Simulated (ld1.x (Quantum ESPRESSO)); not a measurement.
# Transferability test, TM potential for boron

B, norm-conserving Troullier–Martins (Kleinman–Bylander form), made with ld1.x (Quantum ESPRESSO) 7.5 (LDA (PZ), scalar-relativistic). Core none, reference 1s2 2s2 2p0 (charge +1). Waves: 1s (bound): rc 0.40 bohr; 2p (bound, empty): rc 1.70 bohr; 3d channel at 0.3 Ry: rc 1.85 bohr. Local part: all-electron potential smoothed inside 0.95 bohr (lloc = -2). Core correction: none.

Occupied shells without a wave of their own: 2s. They enter only through the test configuration that unscreens the potential.

Energies are relative to the spin-unpolarised reference configuration 1s2 2s2 2p0; without spin polarisation the order of configurations can differ from experiment. Spin-polarised rows fill each open shell by Hund’s rule, majority spin first. Not all tests gave a result: 1 of 9 tests not solved or not reliable.

| valence configuration | charge | ΔE all-electron (eV) | error AE − PS (meV) |
| --- | --- | --- | --- |
| 1s2 2s2 2p1 | 0 | -8.327 | +16 |
| 1s2 2s1 2p0 | +2 | 25.305 | +1230 |
| 1s2 2s0 2p0 | +3 | 62.483 | +3060 |
| 1s2 2s2 2p0.5 | +0.5 | -5.384 | +6.1 |
| 1s1 2s2 2p1 | +1 | 196.527 | -493 |
| 1s2 2s2 2p1.3 | -0.3 | -9.099 | +21 |
| 1s2 2s2 2p1 (spin-polarised) | 0 | -8.562 | +27 |
| 1s2 2s1 2p0 (spin-polarised) | +2 | 24.576 | +1207 |

Levels in the configuration 1s2 2s2 2p0.5:

```csv
level,all-electron (eV),pseudo (eV)
1s,-184.519,-184.546
2s,-14.059,-13.205
2p,-8.196,-8.215
```

The 2s level has no wave, so the channel is fitted at the deeper level alone: the likely source of the large errors.

A Bessel basis up to 400 Ry misses an occupied level by 0.03 Ry, so cutoffs and ghosts were not judged. The potential misses its own reference levels by up to 1.0 eV.
